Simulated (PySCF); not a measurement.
Does the answer move with the share of exact exchange?

Trichlorofluorosilane, Cl₃FSi.
SMILES: `F[Si](Cl)(Cl)Cl`

PySCF, def2-SVPD basis, density fitting, gas phase, PBE0-D3(BJ)/def2-SVP geometry; singlet excitations by full TDDFT with frozen cores, triplets by Tamm–Dancoff TDDFT and ionisation energies by ΔSCF, from the lowest of the holes tried. One functional is left out:

```
functional  exact exchange (%)  HOMO energy (eV)  LUMO energy (eV)  lowest singlet excitation (eV)  lowest triplet excitation (eV)  dipole moment (D)  mean polarisability (au)  vertical ionisation energy (eV)
       LDA                   0             -8.46             -2.03                            6.60                            6.31              0.652                      65.9                            11.46
       PBE                   0             -8.35             -1.82                            6.68                            6.36              0.614                      65.6                            11.30
      PBE0                  25             -9.78             -0.86                            7.48                            7.04              0.657                      62.5                            11.87
 BHandHLYP                  50            -11.04              0.02                            8.04                            7.54              0.706                      60.4                            12.23
```

**Question.** Predict the row of B3LYP (20 % exact exchange) by straight lines through the other rows, and check it.

**Answer.** 
| property | line | computed | computed − line | PBE0 (25 %), for comparison |
| --- | --- | --- | --- | --- |
| HOMO energy (eV) | -9.47 | -9.47 | 0.00 | -9.78 |
| LUMO energy (eV) | -1.12 | -1.14 | -0.02 | -0.86 |
| lowest singlet excitation (eV) | 7.24 | 7.23 | -0.01 | 7.48 |
| lowest triplet excitation (eV) | 6.84 | 6.84 | 0.00 | 7.04 |
| dipole moment (D) | 0.659 | 0.663 | +0.004 | 0.657 |
| mean polarisability (au) | 63.5 | 63.3 | -0.2 | 62.5 |
| vertical ionisation energy (eV) | 11.74 | 11.74 | 0.00 | 11.87 |

**Question.** Which of these properties follows the share of exact exchange most closely, and which least?

**Answer.** Most closely the HOMO energy, least the dipole moment; the correlations over the tabulated rows are HOMO energy -0.999, lowest triplet excitation 0.996, LUMO energy 0.995, lowest singlet excitation 0.994, mean polarisability -0.993, vertical ionisation energy 0.985, dipole moment 0.897. The HOMO energy moves by -0.529 eV for every 10 %. Functionals with the same share still differ in their other parts: at 0 % LDA and PBE differ by 0.11 eV in it.
